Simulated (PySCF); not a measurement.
AlO, multiplicity 2. Atoms are numbered in the order given.

```xyz
2

Al     0.0000     0.0000    -0.6199
O      0.0000     0.0000     1.0074
```
Charge 0, spin multiplicity 2.

Coordinates come from a B3LYP-D3(BJ)/def2-TZVPD optimisation.

Method: r2SCAN/def2-TZVPD run with PySCF.

Mulliken values depend strongly on the basis, most of all with diffuse functions as here. ESP charges are fitted to the potential on shells at 1.4 to 2.0 van der Waals radii. Atomic charges (e):

```
atom  meta-Löwdin  ESP fit  Mulliken spin
----  -----------  -------  -------------
Al1          0.68      ___           0.61
O2          -0.68      ___           0.39
```

Question: What belongs in the gaps? (An estimate is asked for; the answer gives what the named calculation found.)

Answer: 
- Al1, ESP fit: 0.57
- O2, ESP fit: -0.57
